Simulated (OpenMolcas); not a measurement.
# What dynamic correlation does to the levels of Ir7+

```yaml
Program: OpenMolcas 26.06
Basis: ANO-R3 [9s7p6d4f2g2h]
Scalar_Hamiltonian: X2C, finite nucleus
Active_space: 2 electrons in 5 orbitals (5d)
State_averaging: 2S+1 = 3 even, 10 roots; 2S+1 = 1 even, 15 roots
Spin-orbit_coupling: state interaction with AMFI integrals over the reference wave functions, term energies averaged over their components
```

Methods on the same reference wave functions:
A. CASSCF
B. SS-CASPT2, IPEA 0.25 Eh, imaginary shift 0.1 Eh (closed shells correlated: 5s 5p)

Energies in cm⁻¹ above 5d² ³F₂, the measured ground level; measured values from van het Hof, Joshi, Wyart and Sugar, J. Res. Natl. Inst. Stand. Technol. 100, 687 (1995).

```json
{"Level": "5d² ³F₂", "A": "0.0", "B": "0.0", "Measured": "0.0"}
{"Level": "5d² ³F₃", "A": "11979", "B": "12340", "Measured": "12672"}
{"Level": "5d² ³P₀", "A": "19764", "B": "17940", "Measured": "17254"}
{"Level": "5d² ³F₄", "A": "21320", "B": "21250", "Measured": "21615"}
{"Level": "5d² ³P₁", "A": "27114", "B": "25740", "Measured": "25221"}
{"Level": "5d² ¹G₄", "A": "37955", "B": "36180", "Measured": "36253"}
{"Level": "5d² ³P₂ [55 %]", "A": "40452", "B": "38630", "Measured": "38878"}
{"Level": "5d² ¹S₀", "A": "71173", "B": "65400", "Measured": "65022"}
```

Deviations, from unrounded energies. A percentage is the sum of absolute deviations over the sum of measured energies, with the sign that they share, or ± where signs differ.

```csv
Against measurement,Levels,A,B
mean absolute deviation (cm-1),7,2100,370
fine structure of the ground term (%),2,-2.9,-2.1
other terms of the ground configuration (%),5,+7.6,±1.0
```

B lies closest to measurement on these levels. The largest miss of B in the table is 5d² ³P₀, by +680 cm-1. The ranking rests on the paired levels alone, and a cruder setting can come out closer through cancelling errors.

From A to B the spin-free energies of the other terms of 5d² shown, above ³F, scale by factors of 0.87 to 0.89, as is usual when dynamic correlation screens the repulsion within a d or f shell.

The lowest spin-free term lies below A's lowest term by 0.257 hartree in B.

CASPT2 does not keep the components of a term degenerate, so their means are used; among the terms shown or strongly mixed into the levels shown the widest spread is 440 cm-1 (5d² ¹G, B). Without dynamic correlation excited terms often stand tens of per cent too high (terms of higher spin than the ground term too low), and those without a measured partner can miss by more than the paired ones (holds for A). Computed and measured levels are paired by configuration, term and J; levels that our copy of the source lacks, or whose pairing is in doubt (as where it misses far off the trend of its configuration), stay unpaired and out of the deviations. Only configurations of the active space appear. Levels that lie high or do not pair safely by name in every column are left out.

A share in square brackets marks a mixed level and gives the weight of the term that names it, the lowest over the columns.
